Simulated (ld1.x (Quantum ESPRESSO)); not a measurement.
Sr, PAW: configuration errors across variants

Sr (Z = 38), PAW, made with ld1.x (Quantum ESPRESSO) 7.5 (PBE, scalar-relativistic). Core [Ar] 3d10, reference 4s2 4p6 4d0 5s2 5p0. Waves: 4s (bound): rcut 2.35, rcutus 2.50 bohr; 5s (bound): rcut 2.35, rcutus 2.50 bohr; 4p (bound): rcut 2.10, rcutus 2.35 bohr; 5p (bound, empty): rcut 2.10, rcutus 2.35 bohr; 4d (bound, empty): rcut 2.45, rcutus 3.00 bohr; 4d channel at 5.05 Ry: rcut 2.45, rcutus 3.00 bohr. Local part: all-electron potential smoothed inside 2.45 bohr (lloc = -1). Core correction: Bessel-smoothed model core inside 2.40 bohr. Augmentation charge: PSQ, inside the norm-conserving radii.

All-electron excitation energies from the reference (eV): (1) 4s2 4p6 4d0 5s1 5p0 5.885; (2) 4s2 4p6 4d0 5s0 5p0 16.892; (3) 4s2 4p6 4d0 5s1.5 5p0 2.339; (4) 4s2 4p6 4d1 5s1 5p0 2.324; (5) 4s2 4p6 4d1 5s0 5p0 7.649; (6) 4s2 4p5 4d0 5s2 5p0 28.309; (7) 4s2 4p6 4d0 5s1 5p1 2.299.

The overlap operator is not positive definite (basis up to 400 Ry) in “base”, “waves 4s (bound): rcut 1.76, rcutus 1.86 bohr; 5s (bound): rcut 1.76, rcutus 1.86 bohr”, “waves 4s (bound): rcut 2.00, rcutus 2.12 bohr; 5s (bound): rcut 2.00, rcutus 2.12 bohr”, “waves 4s (bound): rcut 2.30, rcutus 2.44 bohr; 5s (bound): rcut 2.30, rcutus 2.44 bohr”, “waves 4s (bound): rcut 2.35, rcutus 2.74 bohr; 5s (bound): rcut 2.35, rcutus 2.74 bohr”, “waves 4s (bound): rcut 2.35, rcutus 2.98 bohr; 5s (bound): rcut 2.35, rcutus 2.98 bohr”, “waves 4s (bound): rcut 2.35, rcutus 3.24 bohr; 5s (bound): rcut 2.35, rcutus 3.24 bohr”, “waves 4s (bound): rcut 2.35, rcutus 3.50 bohr; 5s (bound): rcut 2.35, rcutus 3.50 bohr”. Such files are unfit for use, however small their errors in these radial tests.

Tests that are not counted but printed errors over 1 eV. “waves 4s (bound): rcut 2.35, rcutus 3.50 bohr; 5s (bound): rcut 2.35, rcutus 3.50 bohr”: 4s2 4p6 4d0 5s1.5 5p0 (solver errors, printed error -555 eV); 4s2 4p6 4d0 5s1 5p0 (solver errors, printed error -524 eV); 1 more.

1 further variants failed, have other tests or too few solved ones, and are left out.

Errors AE − PS in meV (a dash: test not solved or not reliable):

| change | (1) | (2) | (3) | (4) | (5) | (6) | (7) | bound ghosts |
| --- | --- | --- | --- | --- | --- | --- | --- | --- |
| base | -0.4 | +0.1 | -0.1 | +3.4 | +9.3 | -19 | +0.6 | not determined (overlap not positive) |
| waves 4s (bound): rcut 1.76, rcutus 1.86 bohr; 5s (bound): rcut 1.76, rcutus 1.86 bohr | -0.4 | -1.3 | -0.1 | +0.6 | +2.1 | -24 | +0.1 | not determined (overlap not positive) |
| waves 4s (bound): rcut 2.00, rcutus 2.12 bohr; 5s (bound): rcut 2.00, rcutus 2.12 bohr | -0.4 | -1.1 | -0.1 | +1.6 | +4.6 | -21 | +0.3 | not determined (overlap not positive) |
| waves 4s (bound): rcut 2.30, rcutus 2.44 bohr; 5s (bound): rcut 2.30, rcutus 2.44 bohr | -0.4 | -0.4 | -0.1 | +2.7 | +7.6 | -20 | +0.4 | not determined (overlap not positive) |
| waves 4s (bound): rcut 2.35, rcutus 2.74 bohr; 5s (bound): rcut 2.35, rcutus 2.74 bohr | -0.6 | -1.2 | -0.2 | +1.9 | +4.4 | – | – | not determined (overlap not positive) |
| waves 4s (bound): rcut 2.35, rcutus 2.98 bohr; 5s (bound): rcut 2.35, rcutus 2.98 bohr | – | – | – | – | – | – | – | not determined (overlap not positive) |
| waves 4s (bound): rcut 2.35, rcutus 3.24 bohr; 5s (bound): rcut 2.35, rcutus 3.24 bohr | – | – | – | – | – | – | – | not determined (overlap not positive) |
| waves 4s (bound): rcut 2.35, rcutus 3.50 bohr; 5s (bound): rcut 2.35, rcutus 3.50 bohr | – | – | – | – | – | – | – | not determined (overlap not positive) |

(1) Give the same row for: waves 4s (bound): rcut 1.50, rcutus 1.60 bohr; 5s (bound): rcut 1.50, rcutus 1.60 bohr.

## Answers

(1) -0.2, -0.4, -0.1, –, –, –, –; bound ghosts: none.
